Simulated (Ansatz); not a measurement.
Consider the redistribution: `[CH3][SnH2][SiH2]F` + `S[SiH2][GaH2]` → `[CH3][SnH2][SiH2]S` + `F[SiH2][GaH2]`.

Calculated with Ansatz (gas phase, PBE0-D4/def2-TZVP geometries, no zero-point term in ΔE). CCSD(T)/CBS is the MP2 limit (def2-TZVPP, def2-QZVPP) plus CCSD(T) − MP2 in def2-TZVPP, frozen cores. Functionals use def2-TZVPP. B3LYP here is the variant with VWN-RPA as its local correlation; programs differ in this. Elements past krypton have def2 core potentials. For Ga, Sn outer-core shells are correlated without core-valence functions, which leaves a few kJ/mol of doubt a bond. Scalar relativity is left out up to krypton. Each species was taken in one conformer, which may not be the lowest.

| level | ΔE (kJ/mol) | difference from CCSD(T)/CBS |
| --- | --- | --- |
| PBE-D4 | 1.3 | 2.4 |
| r2SCAN-D4 | 1.1 | 2.2 |
| PBE0-D4 | 0.1 | 1.2 |
| B3LYP-D4 | 0.4 | 1.5 |
| ωB97X-V | -1.2 | -0.1 |
| ωB97M-V | -0.8 | 0.3 |
| B2PLYP | 0.2 | 1.3 |
| PBE | 1.7 | 2.8 |
| r2SCAN | 1.4 | 2.5 |
| PBE0 | 0.6 | 1.7 |
| B3LYP | 0.8 | 1.9 |
| HF/def2-TZVPP | -1.3 | -0.2 |
| MP2/def2-TZVPP | -0.8 | 0.3 |
| SCS-MP2/def2-TZVPP | -0.9 | 0.2 |
| CCSD/def2-TZVPP | -0.7 | 0.4 |
| CCSD(T)/def2-TZVPP | -0.4 | 0.7 |
| HF/def2-QZVPP | -1.4 | -0.3 |
| MP2/def2-QZVPP | -1.2 | -0.1 |
| SCS-MP2/def2-QZVPP | -1.3 | -0.2 |
| HF/CBS(def2) | -1.5 | -0.4 |
| MP2/CBS(def2) | -1.4 | -0.3 |
| CCSD/CBS(def2) | -1.4 | -0.3 |
| CCSD(T)/CBS | -1.1 | 0 |

Largest T1 diagnostic among the species: 0.013.
